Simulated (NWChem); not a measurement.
# Correlation energy of ClLi

SMILES: [Li][Cl]
```xyz
2

Li     0.0000     0.0000    -1.7006
Cl     0.0000     0.0000     0.3001
```
Charge 0, spin multiplicity 1.

Everything below was run with NWChem. All single points use one geometry, from B3LYP/def2-SVP, a minimum by its harmonic frequencies.

Basis set: cc-pVDZ. Each correlation energy counts from its own Hartree-Fock reference.

The correlated methods keep 5 core orbitals frozen. The structure started from a generated list of species. Coupled-cluster values serve here as a point of comparison, not as the truth.

### Question
Order these methods by the correlation energy they give, lowest first: MP2, SCS-MP2, CR-CCSD[T], CCSD.

### Answer
CR-CCSD[T] (-157.6 mHa), CCSD (-155.5 mHa), MP2 (-143.5 mHa), SCS-MP2 (-138.5 mHa)
